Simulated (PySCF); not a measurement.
**How methods differ on the ionisation energy of Ta⁺**

Ta⁺ [Xe] 4f14 5d3 6s1 (5F) → Ta²⁺ [Xe] 4f14 5d3 (4F), as a difference of total energies. Calculation: PySCF 2.14, in aug-cc-pwCVTZ-PP with ECP60MDF (8s8p7d4f3g, 122 functions); scalar relativity through the core potential. Correlated levels: valence: 5s2 5p6 frozen. The calculations carry no spin-orbit coupling.

```json
{"method": "UHF", "ionisation energy (eV)": "14.192"}
{"method": "MP2 (valence)", "ionisation energy (eV)": "14.566"}
{"method": "SCS-MP2 (valence)", "ionisation energy (eV)": "14.317"}
{"method": "CCSD (valence)", "ionisation energy (eV)": "14.641"}
{"method": "CCSD(T) (valence)", "ionisation energy (eV)": "14.653"}
```

Question: How much does correlation contribute at CCSD(T) (valence)?

Answer: 14.653 − (14.192) = 0.461 eV, measured against UHF.

The reference lies between the lowest fine-structure levels, while these numbers refer to the centres of the terms.

Errors of the correlated levels include the incompleteness of this basis and the frozen core.

Every method misses the reference by a wide margin, which points to the basis or the choice of state and not to the methods.

For comparison: 16.2 ± 0.5 eV (semi-empirical (NIST evaluation); NIST Atomic Spectra Database, ionization energies).
